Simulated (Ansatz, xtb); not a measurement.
Two isomers of C5H7BGeO

Structure I is `O=CC1=CB[C]([GeH3])=C1`, a singlet and structure II is `O=CC1=CC=[C]([GeH3])B1`, a singlet. Both are isolated molecules in the gas phase, relaxed with r2SCAN-D4/def2-SVP; each stands in its lowest conformer found.

Problem. Estimate which is lower in electronic energy at CCSD(T)/def2-SVP + ΔMP2/def2-TZVPP, and by roughly how much.

Solution. CCSD(T)/def2-SVP + ΔMP2/def2-TZVPP gives E(II) − E(I) = +1.09 kJ/mol, slightly favouring structure I, which is too small a margin to settle the true order.

Level by level:

```tsv
level	geometry	E(II) − E(I) (kJ/mol)	departure from the last row (kJ/mol)	job, with rough time for the two
GFN2-xTB	GFN2-xTB	−5.22	−6.31	optimisation, 0.34 s
HF/STO-3G	GFN2-xTB	−0.15	−1.24	single point, 1.4 s
r2SCAN-D4/def2-SVP//GFN2-xTB	GFN2-xTB	−3.98	−5.07	single point, 13 s
r2SCAN-D4/def2-SVP	r2SCAN-D4/def2-SVP	−3.20	−4.29	optimisation, 3.4 min
HF/def2-SVP	r2SCAN-D4/def2-SVP	−1.31	−2.40	part of the CCSD(T) run
MP2/def2-SVP	r2SCAN-D4/def2-SVP	−0.34	−1.43	part of the CCSD(T) run
CCSD(T)/def2-SVP	r2SCAN-D4/def2-SVP	+0.76	−0.34	single point
CCSD(T)/def2-SVP + ΔMP2/def2-TZVPP	r2SCAN-D4/def2-SVP	+1.09		single point, 7.9 min
```

As drawn, both hold the same kinds of bond in the same numbers.

The largest departure from CCSD(T)/def2-SVP + ΔMP2/def2-TZVPP is that of GFN2-xTB, 6.31 kJ/mol. The last row adds to CCSD(T) the change of the MP2 difference between the two basis sets, here +0.34 kJ/mol.

With thermal terms from frequencies at re-optimised GFN2-xTB minima (ideal gas, soft modes damped towards free rotors, one conformer each, 298.15 K, 1 atm): the zero-point term adds −0.02 kJ/mol; ΔH is +1.10 and ΔG +1.28 kJ/mol.

The correlated steps freeze 16 core orbitals; the filled d shell of Ge is correlated, in a basis made for valence electrons. Codes used: Ansatz 0.2.0, xtb 6.7.1; the last row on 2 threads of Arm Neoverse V1 on a shared host.
